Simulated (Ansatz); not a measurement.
Species: CH9N3OSi, charge 0, multiplicity 1. 
Geometry from a B3LYP-D3(BJ)/def2-TZVP (Ansatz, a quantum-chemistry and plane-wave program) optimisation:
SMILES: [Si](OC)(N)(N)N
```xyz
15

Si    -0.3915     0.0684     0.0080
O      0.9988    -0.4319     0.7395
C      2.2613    -0.4393     0.1035
N     -1.4803     0.0585     1.3282
N     -0.4591     1.6374    -0.6649
N     -0.6000    -0.9559    -1.3588
H      2.9867    -0.8815     0.7875
H      2.2440    -1.0255    -0.8204
H      2.5876     0.5774    -0.1392
H     -1.2853    -0.5166     2.1312
H     -2.4673     0.2041     1.1973
H     -0.5552     2.4468    -0.0748
H     -0.0430     1.8553    -1.5547
H     -1.3182    -0.7568    -2.0368
H     -0.4500    -1.9487    -1.2705
```
Charge 0, spin multiplicity 1.

Wanted: atomisation energy (electronic, to ground-state atoms), in kJ/mol. Cores are frozen in the correlated levels unless marked. UHF or UKS for open shells. No spin-orbit coupling. Non-relativistic. The coupled-cluster limit lacks core correlation, which all-electron functionals hold. Basis-set limits of correlation are two-point, X^-3; Hartree-Fock from the larger set. The bracket is a focal-point correction in the basis named.

```csv
level,program,atomisation energy (kJ/mol)
B3LYP-D4/def2-TZVPD,Ansatz + dftd4,5635.8
PBE0-D4/def2-TZVP,Ansatz + dftd4,…
BHLYP-D4/def2-TZVPD,Ansatz + dftd4,5451.1
r2SCANh-D4/def2-TZVPD,Ansatz + dftd4,…
"RI-MP2/CBS(cc-pV(T+d)Z,cc-pV(Q+d)Z)+[CCSD(T)-MP2]/cc-pV(T+d)Z",Ansatz,5636.0
```

Q: Some entries are withheld; supply them.

A: 
- PBE0-D4/def2-TZVP, atomisation energy (kJ/mol): 5585.5
- r2SCANh-D4/def2-TZVPD, atomisation energy (kJ/mol): 5548.0
